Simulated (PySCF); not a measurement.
# `C(#C/C=C(\C#C)Br)C`, C₇H₅Br

Geometry:
| atom | x (Å) | y (Å) | z (Å) |
| --- | --- | --- | --- |
| C1 | 2.239 | -1.636 | 0.920 |
| C2 | 2.091 | -0.581 | 0.363 |
| C3 | 1.997 | 0.655 | -0.291 |
| Br4 | 3.684 | 1.492 | -0.691 |
| C5 | 0.853 | 1.263 | -0.642 |
| C6 | -0.404 | 0.700 | -0.378 |
| C7 | -1.491 | 0.229 | -0.158 |
| C8 | -2.793 | -0.334 | 0.102 |
| H9 | 2.333 | -2.561 | 1.405 |
| H10 | 0.871 | 2.219 | -1.148 |
| H11 | -2.798 | -0.827 | 1.073 |
| H12 | -3.038 | -1.068 | -0.667 |
| H13 | -3.550 | 0.449 | 0.094 |

Method: GIAO KT1/STO-3G magnetisability, rotational g tensor and spin-rotation constants, non-relativistic, gas phase (PySCF 2.14.0). Geometry: GFN2-xTB.

The calculation is non-relativistic, which matters for the atoms heavier than Zn.

Task: Give the nuclear spin-rotation constants along the inertial axes (H = +C I·J) beside the isotropic shieldings.

Result: Rotational constants 3.2210, 0.5796, 0.4927 GHz. A star marks the isotopologue with that one atom substituted, in its own axes.
```
atom  isotope  Caa (kHz)  Cbb (kHz)  Ccc (kHz)  mean (kHz)  σ (ppm)
 Br4     79Br      1.516      0.850      0.597       0.988   2410.2
  H9       1H     -0.361      0.020     -0.058      -0.133     29.2
 H10       1H     -0.287      0.034     -0.057      -0.103     27.7
 H11       1H     -0.336     -0.021     -0.035      -0.131     31.5
 H12       1H     -0.316     -0.063     -0.003      -0.127     31.5
 H13       1H     -0.264     -0.019     -0.049      -0.111     31.5
  C1     13C*      0.508      0.078      0.087       0.224    155.1
  C2     13C*      0.617      0.004      0.093       0.238    173.7
  C3     13C*      0.822      0.156      0.041       0.340    125.3
  C5     13C*      0.778      0.141      0.032       0.317    137.6
  C6     13C*      0.120      0.113      0.088       0.107    169.0
  C7     13C*      0.379      0.104      0.093       0.192    152.6
  C8     13C*      0.179      0.036      0.030       0.082    217.8
```
For the geometry as given, no vibrational averaging.
